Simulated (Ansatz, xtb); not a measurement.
Two structures of CH5BSe

We compare a, `B[Se]C`, a singlet, with b, a singlet given by its coordinates. Both are isolated molecules in the gas phase, relaxed with PBE0-D4/def2-TZVP; the shapes shown needn't be the lowest conformers.

a (Å):

```xyz
8

C     3.7980   -0.8771   -0.8372
B     0.8638   -1.0398   -0.2726
Se    2.0796   -1.1971   -1.7035
H     1.2530   -0.7974    0.8285
H    -0.2874   -1.1952   -0.5391
H     4.2681   -0.0119   -1.3005
H     3.6283   -0.6938    0.2211
H     4.4276   -1.7543   -0.9732
```

b (Å):

```yaml
atoms:
  - { symbol: C, position_ang: [2.6553, -0.8893, -1.3961] }
  - { symbol: B, position_ang: [1.6676, -0.5886, -0.2403] }
  - { symbol: Se, position_ang: [3.1622, -2.2362, -0.0106] }
  - { symbol: H, position_ang: [1.9286, 0.2633, 0.5576] }
  - { symbol: H, position_ang: [0.5913, -1.1115, -0.2482] }
  - { symbol: H, position_ang: [2.3375, -1.4538, -2.2686] }
  - { symbol: H, position_ang: [3.5172, -0.2628, -1.6031] }
  - { symbol: H, position_ang: [4.1807, -1.3943, 0.6285] }
```

Close contacts (Å): C1–B2 1.55, C1–Se3 2.00, B2–Se3 2.24, C1–H6 1.09, C1–H7 1.09, B2–H4 1.20, B2–H5 1.20, Se3–H8 1.47.

Energies in hartree; the thermal terms are from PBE0-D4/def2-TZVP harmonic frequencies (ideal gas, rigid rotor, one conformer each, 298.15 K, 1 atm) and include the zero-point energy:

|  | a | b |
| --- | --- | --- |
| E, CCSD(T)/def2-TZVP | −2465.937774 | −2465.914488 |
| zero-point energy | 0.058627 | 0.056883 |
| H(298 K) − E | 0.064523 | 0.062202 |
| G(298 K) − E | 0.030191 | 0.029682 |

Question: Work out ΔE, ΔE₀, ΔH and ΔG for a → b in kJ/mol (1 Eh = 2625.50 kJ/mol) and the equilibrium ratio [b]/[a].

Answer: 1. ΔE = −2465.914488 − (−2465.937774) = +0.023286 Eh = +61.14 kJ/mol.
2. ΔE₀ = ΔE + ΔZPE = +0.023286 + (−0.001744) Eh = +56.56 kJ/mol.
3. ΔH = ΔE + (−0.002321) Eh = +55.04 kJ/mol.
4. ΔG = ΔE + (−0.000509) Eh = +59.80 kJ/mol, so ΔS = (ΔH − ΔG)/T = −16.0 J/(mol K).
5. kT = 0.9442 mEh, so K = [b]/[a] = exp(−ΔG/kT) = exp(−24.12) ≈ 3.3 × 10^−11.

Structure a is favoured at this temperature. An error of 4 kJ/mol in ΔG would change K by a factor of 5. Mirror images and further conformers aren't counted.

Other levels gave ΔE = +79.4 (GFN2-xTB); +86.1 (HF/STO-3G, GFN2-xTB geometries); +54.8 (r2SCAN-D4/def2-SVP, GFN2-xTB geometries); +53.7 (PBE0-D4/def2-TZVP); +77.5 (HF/def2-TZVP); +58.9 (MP2/def2-TZVP) kJ/mol. The correlated steps freeze 11 core orbitals; the filled d shell of Se is correlated, in a basis made for valence electrons. Programs: Ansatz 0.2.0, xtb 6.7.1.
